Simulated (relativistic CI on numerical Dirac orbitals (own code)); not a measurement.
**Slater and spin-orbit integrals, Nd58+**

Calculated at this level of theory: Dirac-Coulomb-Breit CI, KLI orbitals optimised for each configuration, model QED (radiative potential, 1s self-energy scaled to tabulated hydrogen-like ionisation energies), unscaled Slater integrals (own radial code, finite nucleus).

Slater integrals F^k, G^k are unscaled and averaged over j, outside the closed core (none); ζ comes from projecting the Hamiltonian with its Breit term on Σ l·s of the shell.

- 1s 2s: G^0(1s,2s) = 345720 cm⁻¹; <r>(1s) = 0.02336, <r^2>(1s) = 0.0007409, <r>(2s) = 0.09382, <r^2>(2s) = 0.01039 (bohr units).
- 1s 2p: G^1(1s,2p) = 639730, ζ(2p) = 3.3745e+06 cm⁻¹; <r>(1s) = 0.02336, <r^2>(1s) = 0.0007409, <r>(2p) = 0.08104, <r^2>(2p) = 0.007954 (bohr units).
- 1s 3s: G^0(1s,3s) = 90070 cm⁻¹; <r>(1s) = 0.02334, <r^2>(1s) = 0.0007396, <r>(3s) = 0.2154, <r^2>(3s) = 0.053 (bohr units).

Averages of the first 10 configurations, taken without configuration mixing, which lowers the lowest level and can move excited configurations by several eV; other configurations of the list can lie among them:

| Configuration | Parity | States | Average energy above the lowest level (eV) |
| --- | --- | --- | --- |
| 1s2 | even | 1 | 0.2 |
| 1s 2s | even | 4 | 37642.5 |
| 1s 2p | odd | 12 | 38127.8 |
| 1s 3s | even | 4 | 44780.1 |
| 1s 3p | odd | 12 | 44922.8 |
| 1s 3d | even | 20 | 45024.3 |
| 1s 4s | even | 4 | 47244.3 |
| 1s 4p | odd | 12 | 47304.0 |
| 1s 4d | even | 20 | 47346.7 |
| 1s 4f | odd | 28 | 47363.0 |
